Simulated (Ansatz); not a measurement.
The same path of GeH$_{5}$OS (8 atoms, charge 1, multiplicity 1) was run twice with different band settings. The coordinate that changes most is the height of S3 over the plane of its neighbours.

These are results of RKS PBE0/def2-SVP (Ansatz 0.2.0), not measurements.

Relaxed end points:

```xyz
8
Properties=species:S:1:pos:R:3
O -1.776 0.067 -0.281
Ge -0.249 0.828 0.032
S 1.223 -1.126 -0.270
H -2.155 0.157 -1.166
H 0.316 1.749 -1.044
H -0.091 1.097 1.520
H 2.192 -0.829 0.634
H 0.541 -1.943 0.574
```

```xyz
8
Properties=species:S:1:pos:R:3
O -1.606 -0.037 -0.369
Ge -0.249 0.895 0.180
S 1.506 -0.804 0.454
H -1.821 -0.017 -1.312
H 0.429 1.812 -0.833
H -0.409 1.254 1.647
H 1.442 -1.356 -0.785
H 0.707 -1.747 1.018
```

Common settings: climbing image yes; spring 5.0 eV/Å²; optimiser quadratic models (default); start path through a guess of the saddle point; force threshold 0.03 eV/Å; end points relaxed.

| run | movable images | iteration limit |
| --- | --- | --- |
| 1 | 7 | 57 |
| 2 | 2 | 60 |

**Question.** What does each run give, and how far can it be trusted?

**Answer.** Run 1: converged after 19 iterations, highest image 0.591 eV above the first end. A vibrational analysis at the climbing image gives one clearly imaginary mode, 567i cm⁻¹: a first-order saddle point.
Run 2: converged after 22 iterations, highest image 0.591 eV above the first end. Another band between the same ends (7 images) ends at a top of the same energy, where a vibrational analysis finds 1 clearly imaginary mode. So few images can step over the top or miss a turn of the path.
Limits of this set-up: the dipole of an ion depends on the origin.
